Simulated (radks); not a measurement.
The numbers below are computed, except where a source is named.
Mean orbital radii <r> (bohr) of the ytterbium ion Yb+, [Xe] 4f14 6s1, at several levels of relativity; Dirac values are averaged over j with weights 2j + 1. Spin-unpolarised spherical Kohn-Sham, PBE, point nucleus unless stated (finite: rms radius 5.3108 fm), a radial shooting solver on a logarithmic mesh with Libxc functionals. A level marked "c x" has the speed of light scaled by that factor.

[
 {"shell": "3s", "non-rel.": "0.2343", "Dirac": "0.2162", "Dirac, c x 1.25": "0.2230", "Dirac, c x 3": "0.2324", "change of magnitude, last against first (%)": "-0.81"},
 {"shell": "3p", "non-rel.": "0.2242", "Dirac": "0.2154", "Dirac, c x 1.25": "0.2187", "Dirac, c x 3": "0.2233", "change of magnitude, last against first (%)": "-0.42"},
 {"shell": "3d", "non-rel.": "0.1974", "Dirac": "0.1961", "Dirac, c x 1.25": "0.1965", "Dirac, c x 3": "0.1973", "change of magnitude, last against first (%)": "-0.08"},
 {"shell": "4s", "non-rel.": "0.5270", "Dirac": "0.4878", "Dirac, c x 1.25": "0.5024", "Dirac, c x 3": "0.5228", "change of magnitude, last against first (%)": "-0.79"},
 {"shell": "4p", "non-rel.": "0.5371", "Dirac": "0.5172", "Dirac, c x 1.25": "0.5245", "Dirac, c x 3": "0.5349", "change of magnitude, last against first (%)": "-0.40"},
 {"shell": "4d", "non-rel.": "0.5627", "Dirac": "0.5604", "Dirac, c x 1.25": "0.5611", "Dirac, c x 3": "0.5624", "change of magnitude, last against first (%)": "-0.05"},
 {"shell": "5s", "non-rel.": "1.322", "Dirac": "1.209", "Dirac, c x 1.25": "1.251", "Dirac, c x 3": "1.310", "change of magnitude, last against first (%)": "-0.89"},
 {"shell": "5p", "non-rel.": "1.503", "Dirac": "1.445", "Dirac, c x 1.25": "1.467", "Dirac, c x 3": "1.497", "change of magnitude, last against first (%)": "-0.41"},
 {"shell": "4f", "non-rel.": "0.7451", "Dirac": "0.7874", "Dirac, c x 1.25": "0.7703", "Dirac, c x 3": "0.7491", "change of magnitude, last against first (%)": "+0.54"},
 {"shell": "6s", "non-rel.": "3.827", "Dirac": "3.545", "Dirac, c x 1.25": "3.655", "Dirac, c x 3": "3.799", "change of magnitude, last against first (%)": "-0.73"},
 {"shell": "5d (empty)", "non-rel.": "2.688", "Dirac": "2.814", "Dirac, c x 1.25": "2.772", "Dirac, c x 3": "2.702", "change of magnitude, last against first (%)": "+0.55"},
 {"shell": "6p (empty)", "non-rel.": "4.777", "Dirac": "4.674", "Dirac, c x 1.25": "4.717", "Dirac, c x 3": "4.768", "change of magnitude, last against first (%)": "-0.19"}
]
